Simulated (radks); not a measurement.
Polarisability of the indium ion In3+, [Kr] 4d10, at imaginary frequency. Method: scalar-relativistic Kohn-Sham, LB94 model potential, spin-unpolarised, spherical densities, finite nucleus; Fermi nuclear charge, rms radius 4.6156 fm; computed with a radial shooting solver on a logarithmic mesh with Libxc functionals. Response by self-consistent Sternheimer equations with the Hartree and adiabatic LDA kernel, the relativistic mass of each level held fixed and spin-orbit coupling left out.

| w (hartree) | alpha1(iw) (bohr^3) | alpha2(iw) (bohr^5) |
|---|---|---|
| 0.00266 | 3.467 | 9.573 |
| 0.0143 | 3.466 | 9.570 |
| 0.0360 | 3.464 | 9.553 |
| 0.0697 | 3.458 | 9.500 |
| 0.118 | 3.442 | 9.370 |
| 0.186 | 3.406 | 9.097 |
| 0.280 | 3.334 | 8.601 |
| 0.413 | 3.197 | 7.825 |
| 0.605 | 2.960 | 6.795 |
| 0.892 | 2.584 | 5.622 |
| 1.35 | 2.057 | 4.385 |
| 2.12 | 1.412 | 3.091 |
| 3.59 | 0.7644 | 1.791 |
| 6.94 | 0.2894 | 0.7169 |
| 17.5 | 0.06637 | 0.1435 |

Static values: alpha1 = 3.467 bohr^3 (0.5137 angstrom^3; uncoupled 5.253), alpha2 = 9.573 bohr^5, alpha3 = 33.92 bohr^7. C6 = 15.44, C8 = 181.7, triple-dipole C9 = 37.82 atomic units. One-pole (London) frequency 4 C6 / (3 alpha1^2) = 1.713 hartree, against 2.091 for minus the highest occupied eigenvalue.
